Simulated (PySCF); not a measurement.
**Radial density of Mg+ (magnesium, charge +1)**

UHF, [Ne] 3s1, 2S determinant. Computed with PySCF 2.14 in aug-cc-pVDZ-DK, with the spin-free X2C one-electron Hamiltonian (Gaussian nucleus).

```csv
r (bohr),4πr²ρ (e/bohr),4πr²(ρα − ρβ)
0.00208,0.06347,0.0001
0.00350,0.1709,0.0003
0.00589,0.4417,0.0006
0.00990,1.110,0.0016
0.0167,2.630,0.0038
0.0280,5.615,0.0079
0.0471,10.01,0.0131
0.0793,13.26,0.0136
0.133,11.26,0.0027
0.224,7.406,0.0015
0.377,9.866,0.0407
0.634,10.11,0.0311
1.07,3.529,0.0188
1.79,0.5792,0.3083
3.02,0.3532,0.3517
5.08,0.04764,0.0476
8.54,0.0003554,0.0004
```

Densities and radii are taken from the X2C orbitals without a picture-change correction, which distorts them close to the nucleus.
